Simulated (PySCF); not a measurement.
methyl chloride (CH$_{3}$Cl), singlet, geometry from GFN2-xTB. Base run: PBE0/aug-cc-pVDZ in PySCF.

The PySCF input:
```python
from pyscf import gto, scf, dft, solvent

mol = gto.Mole()
mol.atom = '''
    C    -0.001492    0.046936   -1.121829
    Cl    0.000870   -0.027357    0.653867
    H    -0.032176    1.090666   -1.418473
    H     0.905540   -0.427399   -1.483233
    H    -0.879195   -0.479816   -1.483053
'''
mol.basis = 'aug-cc-pvdz'
mol.charge = 0
mol.spin = 0
mol.verbose = 4
mol.build()

mf = dft.RKS(mol)
mf.xc = 'pbe0'
mf.kernel()
```

Variants of this job, named by their change:

```tsv
change	ΔE vs base (kJ/mol)	dipole (D)	HOMO-LUMO gap (eV)
base	0.00	1.97	8.34
model = IEF-PCM; solvent = toluene	-5.42	2.26	8.51
model = COSMO; solvent = 2-propanol	-10.54	2.53	8.67
model = C-PCM; solvent = 2-propanol	(withheld)	(withheld)	8.68
model = SS(V)PE; solvent = 2-propanol	-10.56	2.53	8.68
model = IEF-PCM; solvent = 2-propanol; vdw_scale = 1.4	-6.71	2.38	8.61
model = IEF-PCM; solvent = 2-propanol; vdw_scale = 1.0	-16.85	2.72	8.71
model = IEF-PCM; solvent = methanol	(withheld)	(withheld)	(withheld)
model = ddCOSMO; solvent = 2-propanol	-8.02	2.46	8.68
model = IEF-PCM; solvent = 2-propanol; vdw_scale = 1.1	-13.46	2.63	8.71
model = IEF-PCM; solvent = 2-propanol; lebedev_order = 11	-10.42	2.53	8.66
model = IEF-PCM; solvent = 2-propanol; lebedev_order = 41	(withheld)	(withheld)	8.68
```

What belongs in the gaps?


- model = C-PCM; solvent = 2-propanol, ΔE vs base (kJ/mol): -10.87
- model = C-PCM; solvent = 2-propanol, dipole (D): 2.55
- model = IEF-PCM; solvent = methanol, ΔE vs base (kJ/mol): -11.04
- model = IEF-PCM; solvent = methanol, dipole (D): 2.56
- model = IEF-PCM; solvent = methanol, HOMO-LUMO gap (eV): 8.69
- model = IEF-PCM; solvent = 2-propanol; lebedev_order = 41, ΔE vs base (kJ/mol): -10.70
- model = IEF-PCM; solvent = 2-propanol; lebedev_order = 41, dipole (D): 2.54

The base is the gas phase, so ΔE is the electrostatic part of solvation at a fixed geometry, without cavity and dispersion terms.
